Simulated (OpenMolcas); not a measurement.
# Computed levels of neutral lead

```yaml
Program: OpenMolcas 26.06
Method: CASSCF
Basis: ANO-RCC-VQZP [9s8p6d4f3g]
Scalar_Hamiltonian: DKH2, point nucleus
Active_space: 4 electrons in 4 orbitals (6s 6p)
State_averaging: 2S+1 = 3 even, 3 roots; 2S+1 = 1 even, 6 roots; 2S+1 = 5 odd, 1 root
Spin-orbit_coupling: state interaction with AMFI integrals over the reference wave functions, term energies averaged over their components
```

With spin-orbit coupling, above the lowest level:

| Configuration | Term | J | E (cm⁻¹) | Measured (cm⁻¹) | g | Term weight % | Second |
| --- | --- | --- | --- | --- | --- | --- | --- |
| 6s² 6p² | ³P | 0 | 0.0 | 0.0 |  | 88 | 12 ¹S |
| 6s² 6p² | ³P | 1 | 6654 | 7819 | 1.501 | 100 |  |
| 6s² 6p² | ³P | 2 | 10277 | 10650 | 1.356 | 71 | 29 ¹D |
| 6s² 6p² | ¹D | 2 | 20329 | 21458 | 1.145 | 71 | 29 ³P |
| 6s² 6p² | ¹S | 0 | 28564 | 29467 |  | 88 | 12 ³P |
| 6s 6p³ | ⁵S° | 2 | 49066 |  | 2.002 | 100 |  |

Against the 4 measured excited levels shown (NIST Handbook of Basic Atomic Spectroscopic Data) the mean absolute deviation is 890 cm-1; the largest miss in energy is 6s² 6p² ³P₁: computed 6654, measured 7819 cm⁻¹ (-14.9 %).

Spin-orbit coupling puts the lowest level 9923 cm⁻¹ below the lowest spin-free term.

For ³P the intervals divided by the larger J are 6654.4, 1811.2 cm-1. Landé's interval rule makes them equal in pure LS coupling; they differ by 114 % of their mean. The multiplet is regular.

Terms of s pⁿ other than that of highest spin mix with s² pⁿ⁻² d, which this space lacks; all of them can be thousands of cm-1 off, and some have no real level of that name. Spin-orbit splittings of 6p shells tend to come out small when the coupling is added on scalar orbitals. Computed and measured levels are paired by configuration, term and J; levels that our copy of the source lacks, or whose pairing is in doubt (as where it misses far off the trend of its configuration), stay unpaired and out of the deviations. Where the source uses jj or jK labels, the order within each J decides. Levels of configurations outside the active space are missing. The first state left out of the spin-orbit step lies near 66000 cm-1 above the lowest spin-free state of the reference (among the parities and spins computed), and the list stops at four fifths of that energy or lower.

The term weight is that of the spin-free term in the level, not the purity of its configuration. ° marks odd parity.
